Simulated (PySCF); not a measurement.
A GIAO shielding run with PySCF 2.14 (density fitting, non-relativistic, gas phase) on SMILES FC(F)(F)[SiH2]CS[SiH2][SiH3], C2H9F3SSi3:

```
$ OMP_NUM_THREADS=1 python probes_run.py task.json out

{"job": {"kind": "nmr", "xc": "PBE0", "basis": "pcSseg-1"}, "charge": 0, "multiplicity": 1}
F     -4.098106    -0.686824     0.364845
C     -3.792272     0.347239    -0.445900
F     -3.892055     1.456973     0.314826
F     -4.790763     0.422159    -1.346320
Si    -2.048665     0.160090    -1.296881
C     -0.771569     0.077533     0.098231
S      0.866728    -0.095974    -0.700589
Si     2.126908    -0.168130     1.059802
Si     4.310484    -0.392216     0.350522
H     -2.132708    -1.086117    -2.052969
H     -1.902538     1.357669    -2.119249
H     -0.752873     0.980911     0.707525
H     -0.917577    -0.780503     0.754160
H      1.559652    -1.263684     1.853682
H      1.777924     1.054256     1.792035
H      5.163750    -0.442636     1.539424
H      4.753510     0.733399    -0.472609
H      4.531412    -1.621116    -0.412190
```

Hardware: 1 thread of an Arm Neoverse N1, shared host. The job also computes population analyses, field gradients.

Problem. How large is the calculation?

Solution. 106 electrons, 226 basis functions and 1271 auxiliary functions.

Problem. How long does it take, and how much memory does it need?

Solution. 100 s of wall time, with 14 SCF cycles and 5 response iterations; peak memory 1 GiB. Times on a shared host scatter by some tens of per cent.
